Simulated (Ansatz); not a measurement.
Ansatz (an electronic-structure program) input:

Ansatz 0.2 input:
```yaml
crystal:
  periodic: [false, false, false]
  atoms:
    - {symbol: Fe, position_ang: [0.00000000, 0.00000000, 0.00000000]}
    - {symbol: F, position_ang: [0.00000000, 0.00000000, 1.75867344]}
    - {symbol: F, position_ang: [-0.00000000, -0.00000000, -1.75867344]}
basis:
  gaussian:
    orbitals: def2-TZVP
hamiltonian:
  xc: {name: HF}
magnetization: {spin_polarized: true, initial_magnetization: 4}
relax: {f_tol: 0.003, max_steps: 100}
```

### Question
Predict the final energy.

### Answer
-1461.51342 Eh (HF/def2-TZVP). The basis has 107 functions.

The spin state was set by rule; other spins were not relaxed.
